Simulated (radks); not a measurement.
Values are calculated unless marked as measured or tabulated.
How relativity changes the ionisation of neutral cerium ([Xe] 4f1 5d1 6s2) to Ce+ ([Xe] 4f1 5d2). Spin-unpolarised spherical Kohn-Sham, BLYP, point nucleus unless stated (finite: rms radius 4.8771 fm), a radial shooting solver on a logarithmic mesh with Libxc functionals. A level marked "c x" has the speed of light scaled by that factor and shares open shells by 2j + 1; other Dirac levels either fill j = l - 1/2 first or share by 2j + 1.

level                               E(Ce) (hartree)  E(Ce+) (hartree)  IE (eV)   HOMO  <r> HOMO (bohr)
non-rel.                                 -8569.8970        -8569.7095    5.103     6s            4.541
scalar-rel.                              -8861.2023        -8860.9711    6.293     5d            2.964
scalar-rel., finite nucleus              -8860.7833        -8860.5521    6.291     5d            2.963
Dirac, 2j+1 shares                       -8865.9325        -8865.7012    6.294  5d5/2            2.995
Dirac, low j first                       -8865.9439        -8865.7170    6.174  5d3/2            2.931
Dirac, 2j+1 shares, finite nucleus       -8865.5116        -8865.2803    6.293  5d5/2            2.995
Dirac, c x 0.75                          -9140.6252        -9140.3537    7.389  5d5/2            3.162
Dirac, c x 1.25                          -8753.0191        -8752.8044    5.842  5d5/2            2.928
Dirac, c x 10                            -8572.6045        -8572.4165    5.114  6s1/2            4.540

NIST Atomic Spectra Database: 5.539 eV (measured). The relativistic part of the total energy of Ce is -295.6 hartree (Dirac, 2j+1 shares, finite nucleus), 3.4 % of the non-relativistic value. Spin polarisation and multiplet splitting of open shells are left out at every level.

Beside tabulated values, note that relativity, absent from the non-relativistic runs, is large for the heavy elements, and spin-unpolarised runs miss the spin-polarisation part of the exchange energy of open shells.
